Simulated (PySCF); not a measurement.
A structure optimised at ωB97X-D3(BJ)/def2-TZVP, used in a PySCF frequency run:

```
Ge
H 1 1.5374
H 1 1.5374 2 106.83
H 1 1.5374 2 106.83 3 -114.04
Be 1 2.1900 2 112.00 3 122.98
Br 5 1.9558 2 152.73 1 -180.00
```

Problem. Write its SMILES, formula and point group.

Solution. [GeH3][Be][Br], BeBrGeH3, C3v

Problem. What are its rotational constants (standard atomic weights)?

Solution. 82.247, 0.74383, 0.74383 GHz
